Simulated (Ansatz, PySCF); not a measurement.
Gas-phase reaction (SMILES): CNC -> [CH3] (CH3) + C[NH]; the C-N bond at the site shown breaks (other sites are not compared here).

Structures are relaxed separately at B3LYP-D3(BJ)/def2-TZVP in Ansatz (a quantum-chemistry and plane-wave program). Correlated levels leave the core frozen unless marked. Open shells are spin-unrestricted. Spin-orbit coupling is left out. No relativistic terms. Basis-set limits of correlation are two-point, X^-3; Hartree-Fock from the larger set. [CCSD(T)-MP2]/basis is that difference in the basis named. Thermal terms are rigid-rotor harmonic-oscillator values from B3LYP-D3(BJ) frequencies (PySCF) at 298.15 K and 1 atm. 1 Eh = 627.5095 kcal/mol. Electronic entropy comes from spin alone.

```csv
species,"E, RI-MP2/CBS(aug-cc-pVTZ,aug-cc-pVQZ)+[CCSD(T)-MP2]/aug-cc-pVTZ (Ansatz) (Eh)","E, wB97X-V/def2-TZVPD (Ansatz) (Eh)",H - E (Eh),G - E (Eh)
CNC,-135.00124,-135.17194,0.09743,0.06661
[CH3] (CH3),-39.78163,-39.83594,0.03371,0.01164
C[NH],-95.07899,-95.19582,0.05299,0.02518
```

### Question
Work out ΔE and ΔH, ΔG, ΔS and the equilibrium constant at 298.15 K at the first level, then ΔH at the second.

### Answer

1. ΔE = [(-39.78163) + (-95.07899)] - [(-135.00124)] = 0.14062 Eh = 88.2 kcal/mol at RI-MP2/CBS(aug-cc-pVTZ,aug-cc-pVQZ)+[CCSD(T)-MP2]/aug-cc-pVTZ.
2. The terms H - E add up to -0.01073 Eh, so ΔH = (0.14062 + (-0.01073))×627.5095 = 81.5 kcal/mol.
3. The terms G - E add up to -0.02979 Eh, so ΔG = 69.5 kcal/mol, and ΔS = (-0.01073 - (-0.02979))×627509.5/298.15 = 40.1 cal/(mol K).
4. log10 K = -ΔG/(RT ln 10) = -50.9, with RT ln 10 = 1.3642 kcal/mol.
5. With ΔH and ΔS taken as constant, ΔG changes sign near ΔH/ΔS = 2030 K, a rough figure that leaves out heat capacities.
6. At wB97X-V/def2-TZVPD the same steps give ΔE = 88.0 and ΔH = 81.2 kcal/mol, a shift of -0.3 from the first level.
7. These values are not checked against measurement here, since the tables used lack a sound gas-phase enthalpy of formation for at least one species.
